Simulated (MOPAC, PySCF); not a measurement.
Molecule: GaBr (charge 0, singlet). SMILES: [Br][Ga]
Geometry: optimised at B3LYP-D3(BJ)/def2-TZVP (Ansatz).

Unscaled harmonic wavenumbers (cm⁻¹) in rising order, each level at the stationary point that it reaches from this structure (no distance between atoms moves by over 0.3 Å); the order of modes can differ between levels, and a negative number is imaginary. B3LYP-D3(BJ)/def2-TZVP (PySCF, at the structure above): 253.

AM1 (MOPAC): 252. Zero-point energy 0.4 against 0.4 kcal/mol.

PM7 (MOPAC): 235. Zero-point energy 0.3 against 0.4 kcal/mol.
